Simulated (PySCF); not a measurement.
boron oxyfluoride (BFO), singlet, geometry from GFN2-xTB; PBE0/cc-pVDZ (PySCF).

Input for PySCF:
```python
from pyscf import gto, scf, dft

mol = gto.Mole()
mol.atom = '''
    F    -0.000000   -0.000000   -1.189254
    B     0.000000    0.000000    0.092502
    O     0.000000    0.000000    1.280097
'''
mol.basis = 'cc-pvdz'
mol.charge = 0
mol.spin = 0
mol.verbose = 4
mol.build()

mf = dft.RKS(mol)
mf.xc = 'pbe0'
mf.kernel()
```

It wrote (shortened):

```
PySCF version 2.14.0

[INPUT] verbose = 4
[INPUT] num. atoms = 3
[INPUT] num. electrons = 22
[INPUT] charge = 0
[INPUT] spin (= nelec alpha-beta = 2S) = 0
[INPUT] symmetry False subgroup None
[INPUT] Mole.unit = angstrom
[INPUT] Symbol           X                Y                Z      unit          X                Y                Z       unit  Magmom
[INPUT]  1 F      0.000000000000   0.000000000000  -1.189254000000 AA    0.000000000000   0.000000000000  -2.247364352543 Bohr   0.0
[INPUT]  2 B      0.000000000000   0.000000000000   0.092502000000 AA    0.000000000000   0.000000000000   0.174803445975 Bohr   0.0
[INPUT]  3 O      0.000000000000   0.000000000000   1.280097000000 AA    0.000000000000   0.000000000000   2.419032742877 Bohr   0.0

nuclear repulsion = 51.8313524948743
number of shells = 15
number of NR pGTOs = 78
number of NR cGTOs = 42
basis = cc-pvdz
ecp = {}

******** <class 'pyscf.dft.rks.RKS'> ********
method = RKS
initial guess = minao
damping factor = 0
level_shift factor = 0
DIIS = <class 'pyscf.scf.diis.CDIIS'>
diis_start_cycle = 1
diis_space = 8
diis_damp = 0
SCF conv_tol = 1e-09
SCF conv_tol_grad = None
SCF max_cycles = 50
direct_scf = True
direct_scf_tol = 1e-13
XC library pyscf.dft.libxc version 7.1.2
    S. Lehtola, C. Steigemann, M. J. T. Oliveira, and M. A. L. Marques,  SoftwareX 7, 1–5 (2018)
XC functionals = pbe0
    C. Adamo and V. Barone,  J. Chem. Phys. 110, 6158 (1999)
    M. Ernzerhof and G. E. Scuseria,  J. Chem. Phys. 110, 5029 (1999)
radial grids:
    Treutler-Ahlrichs [JCP 102, 346 (1995); DOI:10.1063/1.469408] (M4) radial grids

becke partition: Becke, JCP 88, 2547 (1988); DOI:10.1063/1.454033
pruning grids: <function nwchem_prune>
grids dens level: 3
symmetrized grids: False
atomic radii adjust function: <function treutler_atomic_radii_adjust>
small_rho_cutoff = 0
Set gradient conv threshold to 3.16228e-05
Initial guess from minao.
tot grids = 42392
init E= -200.093789809412
  HOMO = -0.484146140708221  LUMO = -0.0376062589131534  gap/eV = 12.15097
cycle= 1 E= -199.644104664802  delta_E= 0.45  |g|= 0.875  |ddm|= 1.95
  HOMO = -0.238281958049918  LUMO = 0.0252915267781137  gap/eV = 7.17220
cycle= 2 E= -199.058545826225  delta_E= 0.586  |g|= 1.89  |ddm|= 1.49
  HOMO = -0.377247880449829  LUMO = 0.0284339462635295  gap/eV = 11.03916
cycle= 3 E= -199.787773122425  delta_E= -0.729  |g|= 0.227  |ddm|=  1.1
  HOMO = -0.369277793850413  LUMO = 0.0207777247286911  gap/eV = 10.61395
cycle= 4 E= -199.796021635713  delta_E= -0.00825  |g|= 0.0773  |ddm|= 0.148
  HOMO = -0.373275343225286  LUMO = 0.0199867580720676  gap/eV = 10.70121
cycle= 5 E= -199.796942214083  delta_E= -0.000921  |g|= 0.00876  |ddm|= 0.0374
  HOMO = -0.372872407332368  LUMO = 0.0212200153694493  gap/eV = 10.72380
cycle= 6 E= -199.796958304987  delta_E= -1.61e-05  |g|= 0.00204  |ddm|= 0.00745
  HOMO = -0.373312092433922  LUMO = 0.0210871084470465  gap/eV = 10.73215
cycle= 7 E= -199.796959099425  delta_E= -7.94e-07  |g|= 0.000257  |ddm|= 0.00117
  HOMO = -0.373329922518009  LUMO = 0.0210917024575794  gap/eV = 10.73276
cycle= 8 E= -199.796959112341  delta_E= -1.29e-08  |g|= 2.58e-05  |ddm|= 0.000155
  HOMO = -0.373330822458558  LUMO = 0.0210909167725744  gap/eV = 10.73276
cycle= 9 E= -199.796959112485  delta_E= -1.43e-10  |g|= 2.2e-06  |ddm|= 2e-05
  HOMO = -0.373330030068597  LUMO = 0.0210912092212983  gap/eV = 10.73275
Extra cycle  E= -199.796959112485  delta_E= -4.55e-13  |g|= 2.35e-06  |ddm|= 3.13e-06
converged SCF energy = -199.796959112485
```
